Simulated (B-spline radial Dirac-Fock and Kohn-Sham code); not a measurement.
## Core and valence levels of La²⁴⁺

System: La²⁴⁺, [Ar] 3d10 4s2 4p3; nuclear rms radius 4.855 fm (A = 139).

Model: ΔSCF Dirac-Fock with Breit, self-energy and vacuum polarisation, finite nucleus, configuration average. Program: an atomic code on a B-spline grid. No correlation. Energies are counted from the vacuum level. Subshells whose hole state is unreliable or did not converge are left out.

All terms are in eV, carry their sign (relaxation lowers the binding energy) and add up to the binding energy; ⟨r⟩ is the mean radius of the orbital in the initial state.

```csv
subshell,−ε (Koopmans),relaxation,Gaunt,retardation,QED,binding energy,⟨r⟩ (bohr)
1s,39896.5,-51.92,-106.58,8.90,-49.93,39697.0,0.025
2s,7068.6,-21.33,-10.53,0.68,-6.49,7031.0,0.107
2p3/2,6278.6,-23.37,-13.15,2.50,-0.34,6244.3,0.096
3s,2091.1,-4.39,-1.86,0.12,-1.41,2083.5,0.280
3p3/2,1847.4,-4.54,-2.26,0.46,-0.07,1841.0,0.282
3d3/2,1577.1,-5.85,-1.31,0.12,0.14,1570.2,0.252
3d5/2,1558.9,-5.65,-0.85,0.13,0.08,1552.6,0.256
4s,890.3,-0.44,-0.54,0.05,-0.39,889.0,0.594
4p,814.6,-0.43,-0.72,0.13,0.00,813.5,0.617
```

For the deepest level, K (1s), the Breit terms make up -0.246 % of the binding energy, QED -0.126 % and orbital relaxation -0.131 %.

Going to the tabulated ground configuration of the next ion removes an electron from N2,3 (4p), computed at 813.5 eV. NIST lists 806 ± 4 eV as the ionisation energy of this species (theoretical), -7.55 eV from the computed value. Where a p, d or f shell is open in either ion the computed value averages over both j values and all terms, while the table refers to the lowest levels; that difference holds spin-orbit splitting (largest in heavy or highly charged ions), term energies where several electrons share open shells, and correlation, and it can reach 10 % or more.
